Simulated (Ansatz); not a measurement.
Two isomers of C2H7AlO2: A = `C[O][Al]([CH3])[OH]`, B = `CC(O)[O][AlH2]`.

Calculated with Ansatz (gas phase, PBE0-D4/def2-TZVP geometries, no zero-point term in ΔE). CCSD(T)/CBS is the MP2 limit (def2-TZVPP, def2-QZVPP) plus CCSD(T) − MP2 in def2-TZVPP, frozen cores. Functionals use def2-TZVPP. Each species was taken in one conformer, which may not be the lowest.

A:

```xyz
12

C    -1.0587   -0.4550   -1.7318
O    -0.6531   -0.9919   -0.5097
Al    0.2421   -0.4111    0.8012
C     0.9844    1.3785    0.8618
O     0.4827   -1.4672    2.1041
H    -2.1517   -0.4633   -1.8069
H    -0.7209    0.5803   -1.8748
H    -0.6630   -1.0531   -2.5601
H     0.2034    2.1379    0.7611
H     1.5096    1.5585    1.8022
H     1.6927    1.5433    0.0444
H     0.1326   -2.3568    2.1087
```

B:

Z-matrix (Å, degrees):
```
C
C 1 1.507
H 1 1.090 2 109.8
H 1 1.092 2 109.4 3 -119.4
H 1 1.091 2 110.4 3 120.8
O 2 1.410 1 107.4 3 177.6
O 2 1.391 1 110.2 3 56.0
H 2 1.100 1 110.3 3 -63.3
H 6 0.962 2 108.9 1 164.9
Al 7 1.697 2 130.2 1 130.0
H 10 1.585 7 120.4 2 26.3
H 10 1.577 7 115.8 2 -158.9
```

Question: Which is lower in electronic energy at CCSD(T)/CBS, and by how much? (An estimate is asked.)

Answer: The calculation gave: A, by 50.9 kcal/mol.

Question: Give E(B) − E(A) in kcal/mol with ωB97M-V, HF/def2-TZVPP, MP2/def2-TZVPP, CCSD/def2-TZVPP, CCSD(T)/def2-TZVPP, r2SCAN-D4, PBE0-D4. (Estimate.)

Answer: The calculation gave: ωB97M-V 49.4, HF/def2-TZVPP 48.8, MP2/def2-TZVPP 52.2, CCSD/def2-TZVPP 50.2, CCSD(T)/def2-TZVPP 49.8, r2SCAN-D4 50.6, PBE0-D4 48.7. None reverses the order clearly.

Question: Does the order hold for the free energy at 298.15 K (harmonic terms from PBE0-D4)? (An estimate is asked.)

Answer: Ansatz gave: Yes: G(B) − G(A) = +50.8 kcal/mol, for one conformer each. Modes under 60 cm⁻¹, often nearly free rotors, make the harmonic entropy too high.

Largest T1 diagnostic: 0.012.

In def2-TZVPP, CCSD(T) changes the Hartree–Fock value by +1.0 kcal/mol (the triples alone add −0.4 kcal/mol) and MP2 by +3.4 kcal/mol. At CCSD(T), def2-SVP lies −8.7 kcal/mol from the extrapolated value and def2-TZVPP −1.1 kcal/mol.
